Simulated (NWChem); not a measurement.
# Total energies of Mg (+1)

SMILES: [Mg+]
```xyz
1

Mg     0.0000     0.0000     0.0000
```
Charge +1, spin multiplicity 2.

The numbers come from NWChem runs, not from measurements.

Basis set: cc-pVDZ (18 functions).

```csv
method,total energy (Ha)
UHF,-199.36487
UMP2,-199.36487
UB2PLYP,-199.67770
UPBE,-199.66111
UB3LYP,-199.80600
ULC-wPBE (omega 0.3 per bohr),-199.67643
```

Total energies of different functionals aren't comparable as a measure of quality: only differences taken within one method are. 

The correlated methods keep 5 core orbitals frozen. B3LYP has NWChem's definition, with VWN1-RPA local correlation. No SCF solution was tested for a lower state. Open-shell Hartree-Fock references start from PBE0 orbitals.
